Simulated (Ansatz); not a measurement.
`C[NH][GeH2][CH3]` + `C[SeH]` → `[CH3][GeH2][Se]C` + CH₃NH₂ at 298.15 K and 1 bar (ligand exchange at a Ge–N bond).

Program: Ansatz. Geometries: PBE0-D4/def2-TZVP. ΔE: electronic, gas phase. CCSD(T)/CBS is the MP2 limit (def2-TZVPP, def2-QZVPP) plus CCSD(T) − MP2 in def2-TZVPP, frozen cores. For Ge, Se outer-core shells are correlated without core-valence functions, which leaves a few kJ/mol of doubt a bond. Scalar relativity is left out up to krypton. One conformer a species, not always the lowest.

```
           species  CCSD(T)/CBS energy (Eh)  H − E (kJ/mol)  S (J/(mol·K))
`C[NH][GeH2][CH3]`              -2212.33836           301.0          350.7
          `C[SeH]`              -2441.15625           129.5          267.5
`[CH3][GeH2][Se]C`              -4557.76484           260.8          379.3
            CH₃NH₂                -95.75281           180.0          240.4
```

H − E and S are ideal-gas, rigid-rotor, harmonic terms from PBE0-D4/def2-TZVP, for one conformer and one mirror image of each species. 1 Eh = 2625.50 kJ/mol, R = 8.31446 J/(mol·K).

Question: By hand: ΔE, ΔH, ΔS and ΔG.

Answer: ΔE = (-4557.76484) + (-95.75281) − (-2212.33836) − (-2441.15625) = -0.02304 Eh = -60.5 kJ/mol. Δ(H − E) = 260.8 + 180.0 − 301.0 − 129.5 = 10.3, so ΔH = -50.2 kJ/mol. ΔS = 379.3 + 240.4 − 350.7 − 267.5 = 1.5 J/(mol·K). ΔG = -50.2 − 298.15 × (1.5)/1000 = -50.6 kJ/mol.

Question: By hand: the equilibrium constant, and the temperature at which ΔG would vanish if ΔH and ΔS stayed fixed.

Answer: log₁₀ K = −ΔG/(RT ln 10) = 8.9. ΔH and −TΔS have one sign here, so there is no such temperature.

The number of gas molecules stays the same, so ΔS is small and ΔH decides. A doubt of 5 kJ/mol in ΔE shifts log₁₀ K by 0.9 here. Other conformers and mirror images would add mixing entropy, several J/(mol·K) or more a flexible species. Modes under 60 cm⁻¹, often nearly free rotors, make the harmonic entropy too high. These are equilibria of isolated gas molecules and say nothing of rates. Largest T1 diagnostic: 0.010 (customary marks: 0.02 for closed shells, 0.045 for open ones).

ΔS is within the doubt of such terms, so its sign, and with it that verdict, could turn.
